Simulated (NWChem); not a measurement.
MgSiH$_{3}$OBr; SMILES [SiH3][O][Mg][Br]

```xyz
7

Mg     0.1475    -0.0812    -0.0008
Br     0.4154    -2.4064     0.0009
O     -0.0573     1.6982    -0.0021
Si    -0.2545     3.3219    -0.0032
H     -1.0318     3.7787    -1.1936
H      1.0584     4.0327    -0.0288
H     -0.9883     3.7856     1.2118
```
Atoms are numbered in this order, from 1.

Coordinates come from a B3LYP/6-31G* (spherical d) optimisation.

### Question
List the 6 lowest vertical singlet excitations from PBE/6-31G* (spherical d), TDA (NWChem).

### Answer
| state | energy (eV) | oscillator strength | leading excitation (squared amplitude) |
|---|---|---|---|
| S1 | 4.29 | 0.010 | HOMO → LUMO (0.99) |
| S2 | 4.29 | 0.010 | HOMO−1 → LUMO (0.99) |
| S3 | 4.76 | 0.044 | HOMO−2 → LUMO (1.00) |
| S4 | 4.76 | 0.044 | HOMO−3 → LUMO (1.00) |
| S5 | 5.98 | 0.000 | HOMO−1 → LUMO+1 (0.41) |
| S6 | 5.98 | 0.001 | HOMO−1 → LUMO+1 (0.32) |
